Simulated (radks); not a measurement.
Results of a calculation; reference values are marked as such.
Charge is removed step by step from the 6s up level of Eu+, starting from [Xe] 4f7 6s(up 1, down 0). Code: a radial shooting solver on a logarithmic mesh with Libxc functionals. Model: scalar-relativistic Kohn-Sham, r2SCAN, spin-polarised, spherical densities, finite nucleus; open shells are filled with parallel spins first (spin-orbit coupling, left out, can overturn this in heavy ions); meta-GGA in the generalised Kohn-Sham scheme; Fermi nuclear charge, rms radius 5.1115 fm.

| removed (e) | E - E(0) (eV) | eigenvalue (eV) | E minus straight line (eV) |
|---|---|---|---|
| 0 | 0.000 | -9.035 | 0.000 |
| 0.25 | 2.407 | -10.224 | -0.413 |
| 0.5 | 5.105 | -11.355 | -0.536 |
| 0.75 | 8.074 | -12.385 | -0.388 |
| 1 | 11.283 | -13.200 | 0.000 |

Removing the whole electron costs 11.283 eV by Delta-SCF, against 9.035 eV from minus the eigenvalue at the starting occupation. Slater's transition state (half an electron removed) gives 11.355 eV. Integrating minus the eigenvalue over the occupation (Janak's theorem) gives 11.282 eV. In this scalar-relativistic scheme the density is built from large components alone, so the theorem holds only approximately. The mean slope of the eigenvalue, de/dn, is 4.16 eV per electron. Ionisation energy of Eu+ in the NIST Atomic Spectra Database: 11.24 eV (semi-empirical).
